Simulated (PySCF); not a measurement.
Hf(NH2)2(SH)2 (H6HfN2S2), SMILES [NH2][Hf]([NH2])([SH])[SH], multiplicity 1.

The structure is a stationary point at PBE0-D3(BJ)/def2-SVP. The spin state was assumed, not searched. The def2 effective core potentials stand for the cores of Hf; spin–orbit coupling is left out. One conformer was computed; it need not be the lowest.

Calculation: TDDFT-CAM-B3LYP/def2-SVPD (PySCF).

Vertical excitations. Gas-phase values at a fixed geometry. State labels are in the subgroup C2.

| state | symmetry | energy (eV) | λ (nm) | f | main pairs |
|---|---|---|---|---|---|
| S1 | B | 5.05 | 245 | 0.015 | HOMO→LUMO 81 % |
| S2 | A | 5.26 | 236 | 0.002 | HOMO−1→LUMO 78 % |
| S3 | B | 5.38 | 231 | 0.017 | HOMO−2→LUMO+1 57 %, HOMO→LUMO+1 22 % |
| S4 | B | 5.50 | 225 | 0.047 | HOMO→LUMO+1 55 %, HOMO−2→LUMO+1 24 % |
| S5 | A | 5.62 | 221 | 0.019 | HOMO−1→LUMO+1 65 %, HOMO−4→LUMO+1 21 % |
| S6 | B | 5.77 | 215 | 0.015 | HOMO−2→LUMO 65 % |
| S7 | B | 5.94 | 209 | 0.007 | HOMO−3→LUMO 47 %, HOMO−3→LUMO+1 28 %, HOMO−2→LUMO 11 % |
| S8 | A | 5.94 | 209 | 0.005 | HOMO→LUMO+3 48 %, HOMO−4→LUMO+1 9 %, HOMO−1→LUMO+2 8 %, HOMO−5→LUMO 7 % |
| S9 | A | 6.04 | 205 | 0.000 | HOMO−4→LUMO+1 46 %, HOMO−1→LUMO+1 14 %, HOMO→LUMO+3 13 %, HOMO−1→LUMO+2 11 % |
| S10 | B | 6.04 | 205 | 0.047 | HOMO→LUMO+2 44 %, HOMO−1→LUMO+3 16 %, HOMO−3→LUMO 9 %, HOMO−2→LUMO 7 % |
| T1 | B | 4.77 | 260 | 0 | HOMO→LUMO 84 % |
| T2 | A | 4.98 | 249 | 0 | HOMO−1→LUMO 79 % |
| T3 | B | 5.03 | 247 | 0 | HOMO→LUMO+1 68 %, HOMO−1→LUMO+3 17 % |
| T4 | A | 5.09 | 244 | 0 | HOMO−1→LUMO+1 55 %, HOMO→LUMO+3 31 % |
Triplets are in the Tamm–Dancoff approximation, which puts them higher than full response would, so one can lie above its singlet here.
